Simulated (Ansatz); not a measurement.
`[CH3][Al]1[CH2][O]1`, relaxed with RKS PBE0-D4/def2-TZVP in the Gaussian-basis code of Ansatz from a PBE-D4/def2-SVP geometry. The force threshold is 0.005 eV/Å; the program also tests the step.

Charge 0, multiplicity 1.

Start:

```xyz
9

C    -1.732   -0.682    0.079
Al    0.071    0.058    0.023
C     1.811    0.853    0.112
O     1.476   -0.070   -1.006
H    -2.227   -0.562   -0.907
H    -2.363   -0.199    0.851
H    -1.686   -1.769    0.299
H     2.625    0.479    0.768
H     2.024    1.892   -0.219
```

```tsv
step	energy (eV)	largest force (eV/Å)	largest move (Å)
1	-10792.9053	0.841	0.000
2	-10792.9478	0.558	0.024
3	-10792.9581	0.084	0.022
4	-10792.9588	0.066	0.005
5	-10792.9593	0.028	0.011
6	-10792.9595	0.007	0.011
7	-10792.9595	0.005	0.004
```

End:

```xyz
9

C    -1.709   -0.676    0.076
Al    0.088    0.032   -0.016
C     1.778    0.850    0.128
O     1.474   -0.064   -1.007
H    -2.212   -0.560   -0.887
H    -2.309   -0.180    0.842
H    -1.680   -1.745    0.307
H     2.582    0.475    0.761
H     1.989    1.868   -0.204
```

Hardware: 4 threads of a server CPU on a shared host. Wall time 22 s, peak host memory 0.4 GiB.
